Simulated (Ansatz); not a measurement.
CH6InN, SMILES `N[CH2][InH2]`. The species carries charge 0 and has multiplicity 1. In takes the def2 core potential. The structure was optimised at the PBE0-D4/def2-TZVP level. It is one conformer, not always the lowest.

```xyz
9

N     0.885   -0.822   -0.834
C     0.660    0.289    0.084
In   -1.466    0.550    0.425
H     0.487   -1.682   -0.480
H     1.874   -0.991   -0.977
H     1.016    1.214   -0.380
H     1.180    0.209    1.051
H    -2.480   -0.848    0.273
H    -2.156    2.081    0.838
```

Task: What is the dipole moment at B3LYP/def2-TZVPP? (Best estimate.)

Result: Computed: 1.55 D, with components (1.25, -0.33, 0.85) D in this frame, pointing from negative to positive charge.

Task: And with PBE, r2SCAN, ωB97M-V? (Best estimate.)

Result: Ansatz gave: PBE 1.55 D, r2SCAN 1.54 D, ωB97M-V 1.50 D.

Task: Give the Mulliken charges with B3LYP, ωB97M-V, PBE in def2-TZVPP. (Best estimate.)

Result: Ansatz gave: 
```
atom  B3LYP  ωB97M-V    PBE
  N1  -0.34    -0.29  -0.34
  C2  -0.36    -0.42  -0.37
 In3   0.57     0.47   0.51
  H4   0.13     0.11   0.15
  H5   0.12     0.10   0.13
  H6   0.11     0.14   0.11
  H7   0.09     0.12   0.10
  H8  -0.17    -0.12  -0.15
  H9  -0.15    -0.11  -0.14
```

B3LYP here is the variant with VWN-RPA as its local correlation; programs differ in this.
